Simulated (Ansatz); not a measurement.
The cluster Cs₂H₂, relaxed as a singlet with RKS PBE0-D4/def2-TZVP in Ansatz, starting from the GFN1-xTB geometry. Force threshold 0.02 eV/Å.

In the def2 sets Cs takes a core potential; there is no spin–orbit coupling. The structure comes from a short search, and lower isomers may exist.

Start:

```xyz
4

Cs    0.001   -1.942    0.630
Cs    0.000    1.946   -0.637
H     1.931   -0.151   -0.451
H    -1.932    0.146    0.457
```

```tsv
step	energy (eV)	largest force component (eV/Å)	SCF passes
1	-1128.1980	0.293	19
2	-1128.2669	0.140	22
3	-1128.2756	0.082	22
4	-1128.2805	0.009	22
```

Force components are those of the run's own axes.

End:

```xyz
4

Cs    0.000   -2.016    0.658
Cs    0.000    2.016   -0.657
H     1.667   -0.128   -0.392
H    -1.667    0.127    0.391
```

By distances, no bond broke or formed. The bond that changes most is Cs2–H4, from 2.86 to 2.73 Å (atoms count from 1).

No frequencies were taken in this run, so the end may be a saddle point.

Run time 3 s (4 threads of Arm Neoverse V2 on a shared host).
